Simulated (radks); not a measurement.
Question: Ionisation of the boron ion B2+, [He] 2s1, to [He] as the strength of local exchange is varied. Method: non-relativistic Kohn-Sham, Slater X-alpha exchange (alpha = 2/3 is LDA exchange), no correlation, spin-polarised, spherical densities, point nucleus; open shells are filled with parallel spins first; computed with a radial shooting solver on a logarithmic mesh with Libxc functionals.

alpha  E(B2+) (hartree)  exchange (hartree)  IE (eV)  -e of the level emptied (eV)  <r> of it (bohr)
0.667         -22.94740            -2.76704   37.172                   31.617 (2s)             1.640
0.849         -23.70967            -3.58962   39.453                   34.266 (2s)             1.588
0.96          -24.18168            -4.10551   40.880                   35.934 (2s)             1.559
0.99          -24.31017            -4.24679   41.270                   36.391 (2s)             1.551
?             -23.02215            -2.84711   37.394                   31.875 (2s)             1.635

Which alpha was used in the last row?

Answer: alpha = 0.685. NIST Atomic Spectra Database: 37.931 eV (measured). The Delta-SCF value meets it near alpha = 0.73.
